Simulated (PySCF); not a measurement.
Al(OAc)(OH)(OMe), C3H7AlO4, SMILES C(=O)(C)[O][Al]([OH])[O]C, GFN2-xTB optimised geometry.

```
15

Al    -0.21     0.38     0.00
O      1.70     0.38     0.00
C      1.60     0.07     1.21
C      2.83    -0.14     2.04
O      0.46    -0.07     1.73
H      2.67     0.24     3.04
H      3.68     0.34     1.57
H      3.02    -1.21     2.11
O     -0.77     1.91     0.00
H     -1.11     2.79    -0.01
O     -0.74    -0.99    -0.73
C     -1.37    -2.00    -1.45
H     -1.70    -2.79    -0.78
H     -2.25    -1.60    -1.97
H     -0.69    -2.42    -2.19
```

Density from PBE0/def2-TZVP in PySCF at that geometry.

Minimum of the electron density along straight lines between bonded atoms, close to the bond critical point (lines longer than 1.1 times the sum of covalent radii, or with two minima, are not listed):

```json
[
 {"bond": "Al1–O2", "length / Å": "1.910", "ρ at the minimum / e bohr⁻³": "0.066", "∇²ρ there / e bohr⁻⁵": "0.38", "position (fraction from the first atom)": "0.42"},
 {"bond": "O2–C3", "length / Å": "1.257", "ρ at the minimum / e bohr⁻³": "0.383", "∇²ρ there / e bohr⁻⁵": "-0.50", "position (fraction from the first atom)": "0.66"},
 {"bond": "C3–C4", "length / Å": "1.494", "ρ at the minimum / e bohr⁻³": "0.268", "∇²ρ there / e bohr⁻⁵": "-0.73", "position (fraction from the first atom)": "0.53"},
 {"bond": "Al1–O5", "length / Å": "1.909", "ρ at the minimum / e bohr⁻³": "0.067", "∇²ρ there / e bohr⁻⁵": "0.38", "position (fraction from the first atom)": "0.42"},
 {"bond": "C3–O5", "length / Å": "1.258", "ρ at the minimum / e bohr⁻³": "0.383", "∇²ρ there / e bohr⁻⁵": "-0.51", "position (fraction from the first atom)": "0.34"},
 {"bond": "C4–H6", "length / Å": "1.087", "ρ at the minimum / e bohr⁻³": "0.280", "∇²ρ there / e bohr⁻⁵": "-0.97", "position (fraction from the first atom)": "0.65"},
 {"bond": "C4–H7", "length / Å": "1.086", "ρ at the minimum / e bohr⁻³": "0.282", "∇²ρ there / e bohr⁻⁵": "-0.98", "position (fraction from the first atom)": "0.65"},
 {"bond": "C4–H8", "length / Å": "1.089", "ρ at the minimum / e bohr⁻³": "0.276", "∇²ρ there / e bohr⁻⁵": "-0.94", "position (fraction from the first atom)": "0.64"},
 {"bond": "Al1–O9", "length / Å": "1.635", "ρ at the minimum / e bohr⁻³": "0.118", "∇²ρ there / e bohr⁻⁵": "1.00", "position (fraction from the first atom)": "0.44"},
 {"bond": "O9–H10", "length / Å": "0.942", "ρ at the minimum / e bohr⁻³": "0.368", "∇²ρ there / e bohr⁻⁵": "-2.64", "position (fraction from the first atom)": "0.82"},
 {"bond": "Al1–O11", "length / Å": "1.642", "ρ at the minimum / e bohr⁻³": "0.116", "∇²ρ there / e bohr⁻⁵": "0.98", "position (fraction from the first atom)": "0.44"},
 {"bond": "O11–C12", "length / Å": "1.391", "ρ at the minimum / e bohr⁻³": "0.261", "∇²ρ there / e bohr⁻⁵": "-0.40", "position (fraction from the first atom)": "0.66"},
 {"bond": "C12–H13", "length / Å": "1.094", "ρ at the minimum / e bohr⁻³": "0.283", "∇²ρ there / e bohr⁻⁵": "-1.00", "position (fraction from the first atom)": "0.64"},
 {"bond": "C12–H14", "length / Å": "1.093", "ρ at the minimum / e bohr⁻³": "0.283", "∇²ρ there / e bohr⁻⁵": "-1.00", "position (fraction from the first atom)": "0.64"},
 {"bond": "C12–H15", "length / Å": "1.094", "ρ at the minimum / e bohr⁻³": "0.283", "∇²ρ there / e bohr⁻⁵": "-1.00", "position (fraction from the first atom)": "0.64"}
]
```
